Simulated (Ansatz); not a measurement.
`C[SiH2][NH][GeH3]` + NH₃ → `[NH2][GeH3]` + `C[SiH2]N` at 600 K and 1 bar (ligand exchange at a Ge–N bond).

Program: Ansatz. Geometries: PBE0-D4/def2-TZVP. ΔE: electronic, gas phase. CCSD(T)/CBS adds triple-zeta CCSD(T) − MP2 to the extrapolated MP2 energy (def2 sets, frozen cores). This one scheme is used for every species. For Ge outer-core shells are correlated without core-valence functions, which leaves a few kJ/mol of doubt a bond. Scalar relativity is left out up to krypton. One conformer a species, not always the lowest.

```
            species  CCSD(T)/CBS energy (Eh)  H − E (kJ/mol)  S (J/(mol·K))
`C[SiH2][NH][GeH3]`              -2463.39859           317.5          491.8
                NH₃                -56.50880           112.4          219.5
      `[NH2][GeH3]`              -2133.81884           167.5          333.3
         `C[SiH2]N`               -386.08232           261.1          384.5
```

H − E and S are ideal-gas, rigid-rotor, harmonic terms from PBE0-D4/def2-TZVP, for one conformer and one mirror image of each species. 1 Eh = 2625.50 kJ/mol, R = 8.31446 J/(mol·K).

Question: By hand: ΔE, ΔH, ΔS and ΔG.

Answer: ΔE = (-2133.81884) + (-386.08232) − (-2463.39859) − (-56.50880) = 0.00623 Eh = 16.4 kJ/mol. Δ(H − E) = 167.5 + 261.1 − 317.5 − 112.4 = -1.3, so ΔH = 15.1 kJ/mol. ΔS = 333.3 + 384.5 − 491.8 − 219.5 = 6.5 J/(mol·K). ΔG = 15.1 − 600 × (6.5)/1000 = 11.2 kJ/mol.

Question: By hand: the equilibrium constant, and the temperature at which ΔG would vanish if ΔH and ΔS stayed fixed.

Answer: log₁₀ K = −ΔG/(RT ln 10) = -1.0. ΔG = 0 at ΔH/ΔS = 2323 K, though so small a ΔS makes that figure unsure.

The number of gas molecules stays the same, so ΔS is small and ΔH decides. A doubt of 5 kJ/mol in ΔE shifts log₁₀ K by 0.4 here. Other conformers and mirror images would add mixing entropy, several J/(mol·K) or more a flexible species. Modes under 60 cm⁻¹, often nearly free rotors, make the harmonic entropy too high. These are equilibria of isolated gas molecules and say nothing of rates. Largest T1 diagnostic: 0.011 (customary marks: 0.02 for closed shells, 0.045 for open ones).
